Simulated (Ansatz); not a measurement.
Consider the substitution at a C–C bond: `CCCCC(C)(C)C` + `[SiH3][AsH2]` → `C[AsH][SiH3]` + `CCCC(C)(C)C`.

Calculated with Ansatz (gas phase, PBE0-D4/def2-TZVP geometries, no zero-point term in ΔE). CBS: MP2 limit from def2 TZ/QZ plus the TZ coupled-cluster correction, frozen cores. DFT in def2-TZVPP. B3LYP here is the variant with VWN-RPA as its local correlation; programs differ in this. For As outer-core shells are correlated without core-valence functions, which leaves a few kJ/mol of doubt a bond. Scalar relativity is left out up to krypton. Each species was taken in one conformer, which may not be the lowest.

(1) Is it downhill or uphill in electronic energy at CCSD(T)/CBS, and by how much? (Estimate.)

(2) What do these levels give: B3LYP-D4, BLYP, CAM-B3LYP, HF/def2-SVP, CCSD/def2-SVP, CCSD(T)/def2-TZVPP? (Estimate.)

Largest T1 diagnostic among the species: 0.011.

## Answers

(1) The calculation gave: Downhill: ΔE = -7.9 kJ/mol.

(2) The calculation gave: B3LYP-D4 -9.5, BLYP -10.1, CAM-B3LYP -5.0, HF/def2-SVP 2.4, CCSD/def2-SVP 6.9, CCSD(T)/def2-TZVPP -8.8 kJ/mol.

From BLYP to BHLYP (50 % exact exchange), in def2-TZVPP and without D4, ΔE moves by +4.3 kJ/mol. At CCSD(T), def2-SVP lies +14.4 kJ/mol from the extrapolated value and def2-TZVPP −0.9 kJ/mol. In def2-TZVPP, CCSD(T) changes the Hartree–Fock value by −4.2 kJ/mol (the triples alone add −1.1 kJ/mol) and MP2 by −7.7 kJ/mol.
